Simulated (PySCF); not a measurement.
PySCF input file for C3H5BO3, SMILES C(B1C(=O)OC1)O, B3LYP-D3(BJ)/def2-SVP. Coordinates come from a B3LYP-D3(BJ)/def2-SVP optimisation. This is a generated structure with no PubChem entry under its InChIKey; it may be hypothetical. One conformer was computed; it need not be the lowest.

```python
import numpy as np
from pyscf import gto, scf, dft, df
from pyscf.hessian import thermo

mol = gto.M(
    atom='''
    O    -0.47641643    1.97159359   -0.45535677
    C    -0.68177953    0.82459737   -0.18523413
    O    -1.92008393    0.25052195    0.02766239
    C    -1.41605025   -1.10940600    0.30861743
    B     0.06521541   -0.58185737    0.11481856
    C     1.53252632   -1.02306753    0.29785828
    O     2.52640508   -0.16123800   -0.21440579
    H    -1.80106143   -1.83016736   -0.43191459
    H    -1.72019137   -1.43966836    1.31560046
    H     1.62968951   -1.17450975    1.40692015
    H     1.70609260   -2.03657783   -0.11053725
    H     2.21197684    0.75044689   -0.14480989
    ''',
    basis='def2-SVP',
    charge=0,
    spin=0,
    max_memory=1600,
    verbose=3,
)
mf = dft.RKS(mol, xc='b3lyp').density_fit(auxbasis='def2-universal-jkfit')
mf.disp = 'd3bj'
mf.grids.level = 3
mf.conv_tol = 1e-11
mf.max_cycle = 100
mf.kernel()

# [left out here: the lines that compute and print the analytic Hessian (its translational invariance restored by hand, since the grid's response is missing), thermochemistry and intensities]
```

It prints:

```
[...]
       3   C                 0.07  0.07  0.03    0.05  0.12 -0.03   -0.01  0.01  0.10
       4   B                 0.05  0.01 -0.00    0.04  0.04 -0.01    0.00 -0.03 -0.18
       5   C                 0.07 -0.11 -0.03   -0.03  0.03 -0.00    0.01  0.03  0.07
       6   O                -0.02  0.01  0.01   -0.02 -0.01  0.00   -0.00 -0.00 -0.01
       7   H                 0.34  0.08 -0.13    0.07  0.12 -0.03    0.25  0.11 -0.14
       8   H                -0.09 -0.09 -0.07    0.08  0.12 -0.03   -0.33 -0.15 -0.06
       9   H                -0.06  0.11  0.02   -0.06 -0.00 -0.01    0.09 -0.16  0.02
      10   H                 0.26 -0.14  0.16   -0.10  0.03 -0.03   -0.09  0.08 -0.13
      11   H                -0.14 -0.03  0.09    0.02  0.00 -0.01    0.01  0.00 -0.06
Mode                                12                  13                  14
Irrep
Freq [cm^-1]                      936.6482            947.9115           1068.8208
Reduced mass [au]                  10.9573              3.4685              5.3916
Force const [Dyne/A]                5.6638              1.8362              3.6289
Char temp [K]                    1347.6282           1363.8336           1537.7951
Normal mode                   x     y     z       x     y     z       x     y     z
       0   O                 0.02  0.01 -0.00   -0.01  0.03 -0.01    0.01  0.02 -0.00
       1   C                 0.03  0.01 -0.01    0.07  0.01  0.00   -0.03  0.01 -0.00
       2   O                 0.01 -0.17  0.04   -0.07  0.01  0.00   -0.02  0.00  0.00
       3   C                -0.08  0.17 -0.04    0.06  0.07 -0.01    0.01 -0.01 -0.00
       4   B                 0.02  0.02 -0.00   -0.08 -0.19  0.04    0.09 -0.04  0.01
       5   C                -0.00 -0.00 -0.00   -0.04  0.05  0.00    0.10  0.13 -0.06
       6   O                -0.01  0.00  0.00    0.01 -0.01  0.00   -0.12 -0.09  0.05
       7   H                -0.01  0.09 -0.00    0.30 -0.06 -0.01   -0.13  0.04  0.02
       8   H                -0.02  0.09 -0.04    0.29 -0.07  0.01   -0.11  0.05 -0.02
       9   H                -0.02  0.01  0.00    0.05 -0.04 -0.03    0.03 -0.02 -0.05
      10   H                -0.02 -0.01  0.00    0.01  0.08 -0.06    0.16  0.14 -0.08
      11   H                -0.01 -0.00 -0.00    0.14  0.04 -0.06    0.17  0.00 -0.07
Mode                                15                  16                  17
Irrep
Freq [cm^-1]                     1121.1415           1150.5841           1177.5664
Reduced mass [au]                   5.6332              1.1263              1.6031
Force const [Dyne/A]                4.1718              0.8785              1.3097
Char temp [K]                    1613.0731           1655.4343           1694.2558
Normal mode                   x     y     z       x     y     z       x     y     z
       0   O                -0.03 -0.00  0.00    0.00  0.00  0.00   -0.00 -0.02  0.00
       1   C                 0.19 -0.03 -0.01   -0.01 -0.00 -0.01   -0.02 -0.00  0.00
       2   O                -0.10  0.02 -0.00    0.01 -0.01 -0.05    0.06 -0.00 -0.00
       3   C                -0.07 -0.03  0.02    0.01  0.02  0.07   -0.04  0.01  0.00
       4   B                 0.04  0.10 -0.03   -0.01  0.00  0.02   -0.13  0.09 -0.02
       5   C                 0.04 -0.00 -0.01    0.00  0.00 -0.01    0.01 -0.01 -0.01
       6   O                -0.02 -0.01  0.01   -0.00 -0.00  0.00   -0.03 -0.03  0.03
       7   H                 0.11 -0.14  0.02   -0.38  0.52 -0.20    0.23 -0.10 -0.03
       8   H                 0.14 -0.21  0.03    0.37 -0.54  0.01    0.19 -0.05  0.05
       9   H                 0.01  0.04  0.00    0.04  0.03 -0.01    0.38 -0.01 -0.05
      10   H                -0.04 -0.03  0.02    0.00 -0.01  0.02    0.53  0.06  0.02
      11   H                -0.06 -0.03  0.01   -0.00 -0.00  0.01    0.18  0.05 -0.12
Mode                                18                  19                  20
Irrep
Freq [cm^-1]                     1196.5561           1270.9814           1340.6791
Reduced mass [au]                   1.1572              1.5672              1.4973
Force const [Dyne/A]                0.9762              1.4916              1.5856
Char temp [K]                    1721.5779           1828.6593           1928.9387
Normal mode                   x     y     z       x     y     z       x     y     z
       0   O                 0.00 -0.00 -0.00   -0.01 -0.00  0.00   -0.01 -0.01  0.00
       1   C                -0.02  0.00  0.01    0.08 -0.01  0.00    0.04 -0.01 -0.00
       2   O                 0.02  0.00 -0.00   -0.06 -0.02  0.01   -0.01 -0.01  0.00
       3   C                -0.00  0.01 -0.00    0.11 -0.00 -0.00    0.07  0.01 -0.01
       4   B                -0.03 -0.02 -0.02   -0.01  0.02 -0.01   -0.11  0.03  0.00
       5   C                 0.03  0.03 -0.06   -0.08 -0.04 -0.01    0.04  0.07  0.01
       6   O                 0.00 -0.02  0.04   -0.00  0.02  0.02    0.03 -0.04 -0.02
       7   H                 0.08 -0.04 -0.01   -0.35  0.17  0.07   -0.16  0.10  0.02
       8   H                 0.02  0.02  0.01   -0.38  0.14 -0.10   -0.15  0.09 -0.05
       9   H                 0.55  0.37 -0.09    0.40  0.10 -0.06   -0.13 -0.26 -0.00
      10   H                -0.42 -0.14  0.16    0.13 -0.05  0.10    0.27  0.11  0.02
      11   H                -0.33 -0.15  0.21    0.23  0.10 -0.11   -0.54 -0.25  0.22
Mode                                21                  22                  23
Irrep
Freq [cm^-1]                     1391.0513           1437.7953           1444.0344
Reduced mass [au]                   1.3323              1.2823              1.3875
Force const [Dyne/A]                1.5190              1.5618              1.7046
Char temp [K]                    2001.4131           2068.6673           2077.6439
Normal mode                   x     y     z       x     y     z       x     y     z
       0   O                -0.00 -0.01  0.00   -0.00  0.00 -0.00    0.00  0.01 -0.00
       1   C                 0.02 -0.00 -0.00    0.03 -0.01  0.00    0.01 -0.01 -0.00
       2   O                 0.00 -0.01  0.00   -0.01 -0.02  0.00   -0.02 -0.01  0.00
       3   C                 0.04  0.01 -0.00    0.01 -0.05  0.01   -0.04 -0.05  0.01
       4   B                -0.10  0.02  0.00   -0.08  0.02 -0.01    0.10 -0.01  0.01
       5   C                 0.08 -0.06  0.03    0.09 -0.01 -0.01   -0.10  0.01  0.02
       6   O                -0.02 -0.01  0.01   -0.02  0.02  0.01    0.02 -0.02 -0.01
       7   H                -0.07  0.04  0.02    0.08  0.33 -0.37    0.13  0.25 -0.35
       8   H                -0.07  0.04 -0.03    0.10  0.46  0.19    0.16  0.37  0.20
       9   H                -0.18  0.54  0.12   -0.12 -0.18 -0.00    0.13  0.21  0.01
      10   H                -0.10  0.17 -0.57   -0.25 -0.18  0.23    0.26  0.19 -0.26
      11   H                 0.06  0.02 -0.03    0.20  0.10 -0.08   -0.21 -0.10  0.08
Mode                                24                  25                  26
Irrep
Freq [cm^-1]                     1893.9262           2847.2130           3036.7073
Reduced mass [au]                  12.9816              1.0719              1.0821
Force const [Dyne/A]               27.4350              5.1195              5.8795
Char temp [K]                    2724.9382           4096.5056           4369.1457
Normal mode                   x     y     z       x     y     z       x     y     z
       0   O                 0.02  0.14 -0.03   -0.00 -0.00  0.00   -0.00 -0.00 -0.00
       1   C                -0.02 -0.22  0.05    0.00  0.00 -0.00    0.00  0.00  0.00
       2   O                -0.00  0.00 -0.00   -0.00  0.00  0.00   -0.00 -0.00 -0.00
       3   C                 0.01  0.02 -0.00   -0.00  0.00  0.00   -0.00 -0.00 -0.00
       4   B                -0.01  0.02 -0.00   -0.00 -0.00 -0.00    0.00  0.00  0.00
       5   C                 0.00 -0.00  0.00   -0.01  0.01 -0.07   -0.01  0.07  0.03
       6   O                 0.00  0.00 -0.00    0.00  0.00 -0.00    0.00 -0.00 -0.00
       7   H                 0.01 -0.00  0.02    0.00  0.00  0.00    0.01  0.03  0.03
       8   H                 0.01 -0.01 -0.02    0.00  0.00 -0.01    0.01  0.01 -0.03
       9   H                 0.00  0.00  0.00    0.13 -0.12  0.95   -0.02  0.02 -0.03
      10   H                 0.01 -0.00 -0.00   -0.01 -0.04 -0.04    0.17 -0.87 -0.36
      11   H                 0.00  0.00  0.00   -0.00  0.01 -0.00   -0.01  0.01  0.01
Mode                                27                  28                  29
Irrep
Freq [cm^-1]                     3050.3471           3102.8045           3805.4695
Reduced mass [au]                   1.0585              1.1068              1.0674
Force const [Dyne/A]                5.8028              6.2782              9.1073
Char temp [K]                    4388.7704           4464.2448           5475.2233
Normal mode                   x     y     z       x     y     z       x     y     z
       0   O                 0.00  0.00 -0.00   -0.00 -0.00 -0.00    0.00  0.00 -0.00
       1   C                -0.00 -0.00  0.00    0.00  0.00  0.00   -0.00 -0.00  0.00
       2   O                 0.00  0.00 -0.00   -0.00 -0.00 -0.00    0.00  0.00 -0.00
       3   C                 0.04  0.05 -0.01    0.00  0.02  0.09   -0.00 -0.00 -0.00
       4   B                -0.00 -0.00  0.00    0.00  0.00  0.00    0.00 -0.00  0.00
       5   C                -0.00  0.00  0.00   -0.00  0.00  0.00   -0.00  0.00  0.00
       6   O                 0.00 -0.00 -0.00   -0.00  0.00 -0.00   -0.02  0.06  0.00
       7   H                -0.24 -0.44 -0.48   -0.24 -0.42 -0.43   -0.00  0.00  0.00
       8   H                -0.18 -0.18  0.62    0.20  0.20 -0.62    0.00  0.00 -0.00
       9   H                -0.00 -0.00  0.01   -0.00  0.00 -0.00   -0.00 -0.00  0.01
      10   H                 0.01 -0.04 -0.02    0.00 -0.01 -0.00    0.00 -0.01 -0.00
      11   H                -0.00  0.00  0.00    0.00  0.00  0.00    0.31 -0.91 -0.07
temperature 298.1500 [K]
pressure 101325.00 [Pa]
Rotational constants [GHz] 4.35228 2.00653 1.40149
Symmetry number 1
Zero-point energy (ZPE) 0.08493 [Eh]   222984.091 [J/mol]
                           tot       elec      trans        rot        vib
Entropy [J/mol/K]       356.775      0.000    166.165    115.750     74.860
Cv [J/mol/K]            105.962      0.000     12.472     12.472     81.018
Cp [J/mol/K]            114.276      0.000     20.786     12.472     81.018
Internal energy [J/mol]                      3718.434   3718.434 235158.418
Internal energy [Eh]   -367.44787  -367.54026
Enthalpy [J/mol]                             6197.391   3718.434 235158.418
Enthalpy [Eh]          -367.44692
Gibbs free energy [J/mol]                  -43344.734 -30792.364 212838.863
Gibbs free energy [Eh] -367.48744
mode   freq/cm-1   IR/(km/mol)
   1       92.59         2.734
   2      101.72        11.404
   3      114.23         4.488
   4      230.34        19.602
   5      288.73        74.240
   6      365.09         8.816
   7      476.25         8.997
   8      484.22        28.762
   9      614.81         3.302
  10      659.80         0.351
  11      744.70         1.807
  12      887.31         8.449
  13      936.65       109.635
  14      947.91        25.939
  15     1068.82       106.723
  16     1121.14       197.057
  17     1150.58         1.672
  18     1177.57        19.413
  19     1196.56        25.450
  20     1270.98        14.900
  21     1340.68        41.316
  22     1391.05        58.398
  23     1437.80        24.149
  24     1444.03         9.816
  25     1893.93       267.525
  26     2847.21        41.208
  27     3036.71         9.439
  28     3050.35        11.704
  29     3102.80         7.210
  30     3805.47        39.674
max |gradient| / (hartree/bohr): 3.8198863213411506e-05
APT charges: [-0.6888  0.8565 -0.7733  0.1226  0.619   0.1397 -0.5497  0.0086  0.0071
 -0.0347  0.0185  0.2744]
```

Self-consistency was reached.

Cost: very roughly 6 core-minutes.
